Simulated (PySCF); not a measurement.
Predicted microwave data (CAM-B3LYP/def2-SVPD in PySCF (dipole) on a GFN2-xTB geometry, gas phase) for one isomer of C6H7NO:

* Rotational constants: A = 3140, B = 1744, C = 1129 MHz
* Dipole components: |μa| = 1.54 D, |μb| = 2.45 D, |μc| = 0.03 D
* Inertial defect: -3.21 u·Å²
* κ: -0.39

Question: Which candidate fits, each taken in the one conformer that was computed?
A. 4-picoline N-oxide, `Cc1cc[n+]([O-])cc1`
B. `[CH:1]#[C:2][C:3](=[O:4])[N:5]([CH3:6])[CH:7]=[CH2:8]` with C2–C3–N5–C6 179°, C3–N5–C7–C8 180°
C. `[CH3:1][O:2][c:3]1[cH:4][cH:5][n:6][cH:7][cH:8]1` with C1–O2–C3–C4 180°
D. `[CH3:1][O:2][C:3]1([CH2:4][C:5]#[N:6])[CH:7]=[CH:8]1` with C1–O2–C3–C4 93°, O2–C3–C4–C5 -82°

Answer: B. It is C#CC(=O)N(C)C=C, an asymmetric top. The candidates at the same level (rigid rotor, commonest isotopes):

| SMILES | A (MHz) | B (MHz) | C (MHz) | μa (D) | μb (D) | μc (D) | Δ (u·Å²) | point group | rotor |
| --- | --- | --- | --- | --- | --- | --- | --- | --- | --- |
| Cc1cc[n+]([O-])cc1 | 5821 | 1543 | 1229 | 5.08 | 0.00 | 0.04 | -3.12 | Cs | asymmetric top |
| COc1ccncc1 | 5375 | 1574 | 1227 | 3.12 | 0.74 | 0.00 | -3.22 | Cs | asymmetric top |
| COC1(CC#N)C=C1 | 2947 | 1827 | 1414 | 3.02 | 1.63 | 0.45 | -90.52 | C1 | asymmetric top |
| C#CC(=O)N(C)C=C | 3140 | 1744 | 1129 | 1.54 | 2.45 | 0.03 | -3.21 | – | asymmetric top |

`COC1(CC#N)C=C1` has C 25 % too high; `Cc1cc[n+]([O-])cc1` has A 85 % too high; `COc1ccncc1` has A 71 % too high. No structure here is proved a minimum.
